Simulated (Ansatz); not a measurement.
Input for Ansatz (a program for electronic structure): R-CAM-B3LYP/def2-TZVPP on B2H4O5 (SMILES OB(O)OB(O)O).

Ansatz 0.2 input:
```yaml
crystal:
  periodic: [false, false, false]
  atoms:
    - {symbol: O, position_ang: [-1.19529164, 0.13890498, -1.55197475]}
    - {symbol: B, position_ang: [-0.94324846, -0.66835845, -0.48362504]}
    - {symbol: O, position_ang: [-1.82406463, -1.66816641, -0.16385948]}
    - {symbol: O, position_ang: [0.21850197, -0.51830525, 0.23307396]}
    - {symbol: B, position_ang: [0.97591200, 0.59121047, 0.51765947]}
    - {symbol: O, position_ang: [2.32778128, 0.47092429, 0.70658312]}
    - {symbol: O, position_ang: [0.37693105, 1.80537674, 0.67145024]}
    - {symbol: H, position_ang: [-2.03274076, -0.06429783, -1.97999816]}
    - {symbol: H, position_ang: [-1.55581837, -2.16739593, 0.61318046]}
    - {symbol: H, position_ang: [2.64681101, -0.42455985, 0.56061815]}
    - {symbol: H, position_ang: [1.00512657, 2.50466724, 0.87679203]}
basis:
  gaussian:
    orbitals: def2-TZVPP
hamiltonian:
  xc: {name: CAM-B3LYP}
scf: {lower_state_search: off}
```

The log:

```
WARN ansatz: RAYON_NUM_THREADS=4 ignored (pool sized by the plan → 4); use --threads N
Functional definition: CAM-B3LYP
these checks for a lower state are left out or cut short: stability, starts, cluster_reference, orbital_swaps, neighbouring_geometries, increment
integrals: 0.26 GiB planned
1329 factors; their error is unknown
integrals: 0.30 GiB planned
336 factors; integrals over basis functions are off by at most 1.0e-5 eV
mean field: 2.10 GiB planned
mean field evaluation 1: about -11648.7194 eV, gradient 9.8e1 eV
mean field evaluation 2: about -11643.5214 eV, gradient 1.1e2 eV
mean field evaluation 4: about -11663.0607 eV, gradient 3.5e0 eV
mean field evaluation 8: about -11663.0780 eV, gradient 2.5e-2 eV
mean field evaluation 16: about -11663.0986 eV, gradient 1.6e-5 eV
mean field -11663.09858402 eV, -428.6109674305 hartree, gradient 1.1e-6 eV, S^2 0.000000; 0 other end points of the search recorded, 0 dependent functions left out
reference -11663.09871710 eV, -428.6109723213 hartree; 27, 27 occupied and 246, 246 virtual orbitals, 1329 factors
Total energy: -11663.09871710 eV, -428.6109723213 hartree
Checks for a lower state left out: stability, starts, cluster_reference, orbital_swaps, neighbouring_geometries, increment
```

The run converged.

Cost: roughly 5 core-seconds.
